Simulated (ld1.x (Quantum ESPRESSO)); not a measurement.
# Transferability test, TM potential for Tl (Z = 81)

* Element: thallium (Tl)
* Generator: ld1.x (Quantum ESPRESSO) 7.5
* Type: norm-conserving Troullier–Martins (Kleinman–Bylander form)
* Functional: BP86
* Relativity: scalar-relativistic
* Frozen core: [Xe] 4f14 5d10
* Valence charge: 3
* Reference configuration: 6s2 6p1
* Partial waves: 6s (bound): rc 1.75 bohr; 6p (bound): rc 2.80 bohr; 6d channel at 0.15 Ry: rc 3.05 bohr
* Local potential: the d channel
* Core correction: none

Energies are relative to the spin-unpolarised reference configuration 6s2 6p1; without spin polarisation the order of configurations can differ from experiment.

| valence configuration | charge | ΔE all-electron (eV) | error AE − PS (meV) |
| --- | --- | --- | --- |
| 6s2 6p0 | +1 | 5.291 | +6.7 |
| 6s1 6p0 | +2 | 26.257 | -1.0 |
| 6s2 6p0.5 | +0.5 | 1.925 | -0.5 |
| 6s0 6p3 | 0 | 15.236 | +173 |
| 6s1 6p2 | 0 | 7.411 | +21 |
| 6s2 6p1.3 | -0.3 | -0.538 | +0.1 |

(1) What are ΔE and the potential's error for 6s1 6p1?

Note: ghost states, extra bound levels that the all-electron valence spectrum of the same l lacks: s at -287.5 eV, p at -78.2 eV. A true bound ghost makes a file unfit for plane-wave use.

## Answers

(1) ΔE = 13.633 eV all-electron; the error (AE − PS) is -28 meV.

ld1.x printed “convergence not achieved” for 6 of the counted tests; their residual had stalled under 1e-8, short of the target of 1e-14.
